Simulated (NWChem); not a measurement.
System: CH5FOSi2; SMILES F[Si@H]1[SiH2]CO1

Here is an NWChem input.

```
start job
memory heap 200 mb stack 900 mb global 1100 mb
geometry units angstroms noautosym nocenter noautoz
  F      0.376938    -1.989914    -0.643771
  Si     0.063838    -0.840376     0.461822
  O     -1.400111    -0.076534     0.170323
  C     -1.093054     1.244533    -0.313373
  Si     0.824738     1.300794    -0.038801
  H      0.084719    -1.543578     1.770915
  H     -1.654063     1.992538     0.270897
  H     -1.395669     1.347020    -1.369605
  H      1.669500     1.570213    -1.239989
  H      1.250069     2.184602     1.088708
end
basis spherical
  * library def2-svp
end
dft
  xc pbe0
  iterations 150
end
cosmo
  do_cosmo_smd true
  solvent toluene
end
task dft energy
```

NWChem printed, in part:

```
             Northwest Computational Chemistry Package (NWChem) 7.3.0
             --------------------------------------------------------

                             Geometry "geometry" -> ""
                             -------------------------

 Output coordinates in angstroms (scale by  1.889725989 to convert to a.u.)

  No.       Tag          Charge          X              Y              Z
 ---- ---------------- ---------- -------------- -------------- --------------
    1 F                    9.0000     0.37693800    -1.98991400    -0.64377100
    2 Si                  14.0000     0.06383800    -0.84037600     0.46182200
    3 O                    8.0000    -1.40011100    -0.07653400     0.17032300
    4 C                    6.0000    -1.09305400     1.24453300    -0.31337300
    5 Si                  14.0000     0.82473800     1.30079400    -0.03880100
    6 H                    1.0000     0.08471900    -1.54357800     1.77091500
    7 H                    1.0000    -1.65406300     1.99253800     0.27089700
    8 H                    1.0000    -1.39566900     1.34702000    -1.36960500
    9 H                    1.0000     1.66950000     1.57021300    -1.23998900
   10 H                    1.0000     1.25006900     2.18460200     1.08870800

 Effective nuclear repulsion energy (a.u.)     300.1577633698

                                 NWChem DFT Module
                                 -----------------

 Summary of "ao basis" -> "ao basis" (spherical)
 ------------------------------------------------------------------------------
       Tag                 Description            Shells   Functions and Types
 ---------------- ------------------------------  ------  ---------------------
 F                          def2-svp                 6       14   3s2p1d
 Si                         def2-svp                 8       18   4s3p1d
 O                          def2-svp                 6       14   3s2p1d
 C                          def2-svp                 6       14   3s2p1d
 H                          def2-svp                 3        5   2s1p

 in cosmo_initialize ...
 calling solv_data for solv:toluene

 solvent parameters
 solvname_short: toluene
 solvname_long:  toluene
 dielec:        2.3741
 dielecinf:     2.2383
 nonaqueous SMD model solvent descriptors
 dielec:        2.3741
 sola:          0.0000
 solb:          0.1400
 solc:          0.8570
 solg:         40.2000
 solh:          0.0000
 soln:          1.4961

[...]

                                COSMO-SMD solvation results
                                ---------------------------

             internal energy in gas <Psi(g)|H|Psi(g)> =      -794.406311351794
         internal energy in solvent <Psi(s)|H|Psi(s)> =      -794.406118146945
                               delta internal energy  =         0.000193204849 (    0.12 kcal/mol)
   total free energy in solvent <Psi(s)|H+V/2|Psi(s)> =      -794.409151043978
 polarization energy contribution <Psi(s)|V/2|Psi(s)> =        -0.003032897033 (   -1.90 kcal/mol)
    total free energy in solvent including G(SMD-CDS) =      -794.410186376796
                       G(SMD-CDS) energy contribution =        -0.001035332817 (   -0.65 kcal/mol)
     1 M fixed-concentration free energy of solvation =        -0.003875025001 (   -2.43 kcal/mol)

                       DFT Final Molecular Orbital Analysis
                       ------------------------------------

 Vector   26  Occ=2.000000D+00  E=-3.136908D-01
              MO Center= -1.1D+00,  4.3D-01, -4.4D-03, r^2= 2.2D+00
   Bfn.  Coefficient  Atom+Function         Bfn.  Coefficient  Atom+Function
  ----- ------------  ---------------      ----- ------------  ---------------
    38      0.451547   3 O  pz               41      0.344102   3 O  pz
    84     -0.247302   7 H  s                52     -0.182133   4 C  pz
    50      0.168502   4 C  px               89      0.165612   8 H  s
    36     -0.154298   3 O  px               85     -0.144666   7 H  s
    37      0.132143   3 O  py               27      0.123621   2 Si pz

 Vector   27  Occ=2.000000D+00  E=-2.999130D-01
              MO Center= -6.8D-01,  6.5D-01, -6.3D-02, r^2= 2.9D+00
   Bfn.  Coefficient  Atom+Function         Bfn.  Coefficient  Atom+Function
  ----- ------------  ---------------      ----- ------------  ---------------
    36      0.387270   3 O  px               39      0.297758   3 O  px
    50     -0.272172   4 C  px               68      0.216630   5 Si px
    38      0.171714   3 O  pz               89      0.164430   8 H  s
    63     -0.152793   5 Si s                71      0.144010   5 Si px
    37      0.138894   3 O  py               53     -0.136188   4 C  px

 Vector   28  Occ=2.000000D+00  E=-2.878904D-01
              MO Center=  3.4D-01,  1.5D-01,  2.8D-01, r^2= 3.4D+00
   Bfn.  Coefficient  Atom+Function         Bfn.  Coefficient  Atom+Function
  ----- ------------  ---------------      ----- ------------  ---------------
    69      0.265334   5 Si py               72      0.263484   5 Si py
    23     -0.210951   2 Si py               79      0.204542   6 H  s
    80      0.191319   6 H  s                50      0.185471   4 C  px
    17     -0.156016   2 Si s                22     -0.141740   2 Si px
    53      0.141713   4 C  px               66     -0.141388   5 Si py

 Vector   29  Occ=0.000000D+00  E=-2.845724D-03
              MO Center=  4.4D-01,  3.6D-01,  2.6D-01, r^2= 4.3D+00
   Bfn.  Coefficient  Atom+Function         Bfn.  Coefficient  Atom+Function
  ----- ------------  ---------------      ----- ------------  ---------------
    72      0.591261   5 Si py               95      0.556007   9 H  s
    73      0.526261   5 Si pz              100     -0.504238  10 H  s
    26      0.475856   2 Si py               18      0.395864   2 Si s
    27      0.378785   2 Si pz               71     -0.374620   5 Si px
    49     -0.361864   4 C  s                80     -0.317576   6 H  s

[...]
```

Level: PBE0/def2-SVP, SMD on the gas-phase geometry. Geometry: optimised at PBE0/def2-SVP. Solvent: toluene.
